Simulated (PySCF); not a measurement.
2,4-dimethyl-2-hexene, C₈H₁₆.
Numbering: `[CH3:1][CH2:2][C@H:3]([CH3:4])[CH:5]=[C:6]([CH3:7])[CH3:8]` (hydrogens: H9, H10, H11 on C1; H12, H13 on C2; H14 on C3; H15, H16, H17 on C4; H18 on C5; H19, H20, H21 on C7; H22, H23, H24 on C8)

Method: PBE0-D3(BJ)/def2-SVP geometry optimisation, gas phase (PySCF 2.14.0).

Some entries are withheld. Bonds in one row agree within 0.01 Å.

| coordinate | value |
| --- | --- |
| C1–C2 | 1.519 Å |
| C2–C3 | ? |
| C3–C4 | ? |
| C3–C5 | 1.501 Å |
| C5=C6 | 1.343 Å |
| C6–C7 | 1.500 Å |
| C6–C8 | ? |
| C1–H9, C1–H10, C1–H11 | 1.101 Å |
| C2–H12 | 1.105 Å |
| C2–H13 | 1.104 Å |
| C3–H14 | 1.103 Å |
| C4–H15, C4–H16, C4–H17 | 1.102 Å |
| C5–H18 | 1.100 Å |
| C7–H19, C7–H20, C7–H21 | 1.101 Å |
| C8–H22, C8–H23, C8–H24 | 1.102 Å |
| C1–C2–C3 | 113.9° |
| C2–C3–C4 | 110.9° |
| C2–C3–C5 | ? |
| C4–C3–C5 | 110.3° |
| C3–C5–C6 | 129.0° |
| C5–C6–C7 | ? |
| C5–C6–C8 | 120.8° |
| C7–C6–C8 | ? |

Question: Estimate the withheld lengths and angles.

Answer: 
- C2–C3 = 1.535 Å, drawn single (chain CH2 carbon to allylic carbon); 0.02 Å above the sum of covalent radii, 1.52 Å.
- C3–C4 = 1.528 Å, drawn single (allylic carbon to methyl carbon); 0.01 Å above the sum of covalent radii, 1.52 Å.
- C6–C8 = 1.501 Å, drawn single (fully substituted alkene carbon to allylic carbon); 0.01 Å above the sum of covalent radii, 1.49 Å.
- C2–C3–C5 = 111.0°, at the allylic carbon; the outer atoms are 2.502 Å apart.
- C5–C6–C7 = 124.6°, at the fully substituted alkene carbon; the outer atoms are 2.518 Å apart.
- C7–C6–C8 = 114.6°, at the fully substituted alkene carbon; the outer atoms are 2.526 Å apart.

Radii are Cordero's, carbon taken as 0.76, 0.73 or 0.69 Å for four, three, and two or fewer neighbours.

Not checked by PBE0-D3(BJ)/def2-SVP frequencies. The numbers are those of one conformer (C1–C2–C3–C4 -174°, C2–C3–C5–C6 -115°).
